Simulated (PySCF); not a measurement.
## Calculated data, ClGeH3OSi

Computed with PySCF 2.14.0. Calculation on a computer-drawn molecule: optimised geometry and harmonic frequencies of an isolated molecule of the commonest isotopes, restricted reference for singlets and unrestricted otherwise, frozen core in MP2; on germanium a core potential holds 10 electrons, which the energies leave out, and 3d is frozen in MP2 and coupled-cluster steps.

Entry: ClGeH3OSi

Start structure:
```xyz
7
ClGeH3OSi
O     -0.4799     2.0979    -0.0045
Ge    -1.1771     0.5423     0.6764
Si    -1.3180     1.8061     2.6661
Cl    -3.0343     0.2913    -0.3562
H     -0.3188     2.0993    -0.8890
H     -0.2813    -0.5366    -0.1343
H     -0.1035     1.3150     3.2552
```

It was run with charge 0, multiplicity 1, method HF, basis cc-pV(D+d)Z and basis and core potential on germanium cc-pVDZ-PP ECP10MDF.

Drawn bonds:
```
atom  other atom  order
   1           2      1
   2           3      1
   2           4      1
   1           5      1
   2           6      1
   3           7      1
```

To be estimated
1. Estimate the total energy of ClGeH3OSi.
2. What rotational constants does the calculation give for ClGeH3OSi?

Answers
1. -1118.4389 hartree
2. 3.814, 1.921, 1.463 GHz

Further results for ClGeH3OSi:

* convergence status largest gradient component: 1.789e-05 hartree/bohr

Optimised structure:
```xyz
7
ClGeH3OSi
O     -0.4075     2.1542    -0.2061
Ge    -1.1180     0.7336     0.5931
Si    -1.4593     1.5348     2.8870
Cl    -3.0387     0.3436    -0.3988
H     -0.3739     2.1258    -1.1528
H     -0.3018    -0.5177     0.2606
H     -0.0137     1.2411     3.2306
```

Modes:
```
frequency (cm⁻¹)  reduced mass (dalton)
           90.59                  2.338
           104.6                   2.54
             137                  3.803
           189.2                   1.83
           264.5                  1.866
             339                  10.52
             409                  34.66
           693.6                  1.096
           727.7                  4.354
           763.3                  1.247
           807.3                  1.057
           946.8                  1.128
            2157                  1.041
            2223                  1.021
            4138                  1.067
```
